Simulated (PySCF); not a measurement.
# Dipole moment and polarisability of `ClC(Cl)(Cl)C1=C[O][AlH2-][O+]=C1`

C4H4AlCl3O2.
Atom-mapped SMILES: `[Cl:1][C:2]([Cl:3])([Cl:4])[C:5]1=[CH:6][O:7][AlH2-:8][O+:9]=[CH:10]1` (hydrogens: H11 on C6; H12, H13 on Al8; H14 on C10)

Cartesian coordinates in Å at the PBE0-D3(BJ)/def2-SVP level; atoms count from 1:
```
atom  x, y, z in Å
Cl1   -2.8593   -1.4032   -0.9022
C2    -2.0992    0.1207   -0.3928
Cl3   -2.3748    1.3376   -1.6837
Cl4   -2.9424    0.6987    1.0829
C5    -0.6273   -0.0205   -0.1232
C6     0.0533   -1.2427   -0.2125
O7     1.2848   -1.4104    0.0143
Al8    2.5669   -0.1631    0.5459
O9     1.2912    1.2193    0.5310
C10    0.0677    1.1485    0.2551
H11   -0.5156   -2.1383   -0.5046
H12    3.5895    0.0766   -0.6397
H13    2.9847   -0.4433    2.0480
H14   -0.5035    2.0908    0.3172
```

Level: CAM-B3LYP/def2-SVPD (PySCF), static field, nuclei fixed, core orbitals frozen in the response. The polarisability tensor in these axes (au):

```
x   139.95  -3.32   7.36
y    -3.32 117.55   2.26
z     7.36   2.26 104.34
```

Question: Give the principal values, the mean and the anisotropy Δα = √{½[(α1 − α2)² + (α2 − α3)² + (α1 − α3)²]}.

Answer: Principal values 102.33, 117.77 and 141.74 au; mean 120.61 au = 17.87 Å³ = 19.89 × 10⁻⁴⁰ C²·m²/J; Δα = 34.39 au (29 % of the mean).

Question: What is the dipole moment, and where does it point?

Answer: (-2.11, -0.05, -0.48) D, 2.17 D in size, pointing from the negative to the positive side. Measured along this direction, the outermost atoms are H12 and H13 at the negative end and Cl1 at the positive end.

Question: What molar refraction does this α imply?

Answer: Lorentz–Lorenz: R = (4π/3)N_A α = 2.5225 cm³/(mol·Å³) × 17.87 Å³ = 45.1 cm³/mol, in the limit of long wavelengths.

Question: Find the Langevin capture rate constant for O2+ (31.990 u) meeting this molecule (215.909 u), k = 2.342 × 10⁻⁹ cm³/s × √(α in Å³ / reduced mass in u).

Answer: The reduced mass is 27.86 u, so k = 1.88 × 10⁻⁹ cm³/s. The formula leaves out the permanent dipole, which adds to the capture rate.

Question: Give the eigenvalues of the traceless quadrupole moment Θ = ½Σq(3rr − r²1), origin at the centre of nuclear charge.

Answer: -16.57, 2.45, 14.12 D·Å. The values depend on the origin, since the dipole doesn't vanish. The electronic extent ⟨r²⟩ about the same centre is 2633 bohr², a root-mean-square distance of 2.61 Å for the 108 electrons.

Question: What would n − 1 = 2πNα be for an ideal gas of these molecules at 350 K and 1 atm, electronic part alone?

Answer: N = p/kT = 2.0968 × 10¹⁹ cm⁻³, so n − 1 = 2π × N × 17.87 × 10⁻²⁴ cm³ = 2355 × 10⁻⁶ at long wavelengths.

Geometry: PBE0-D3(BJ)/def2-SVP; no solvent, vibrations or thermal averaging.
